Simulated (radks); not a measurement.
Values are calculated unless marked as measured or tabulated.
Q: The mean radii <r> (bohr) of the occupied orbitals of an atom or ion are listed with their occupations. Code: a radial shooting solver on a logarithmic mesh with Libxc functionals. Model: Dirac Kohn-Sham, BLYP, spin-unpolarised, spherical densities, finite nucleus; Fermi nuclear charge, rms radius of each element as measured or else 0.836 A^(1/3) + 0.57 fm.

orbital  occ.     <r>
1s1/2       1  0.1256

Name the element and its charge. Open shells, if any, fill j = l - 1/2 first.

A: Z = 12, magnesium, charge +11: Mg11+ in 1s1. The 1s radius gives Z: for a bare nucleus <r> = (2 gamma + 1)/(2Z) with gamma = sqrt(1 - (Z/c)^2), 0.1247 bohr for Z = 12, and the self-interaction of the functional makes it slightly larger (0.1256 here). The occupations add up to 1, and the charge is Z minus that.
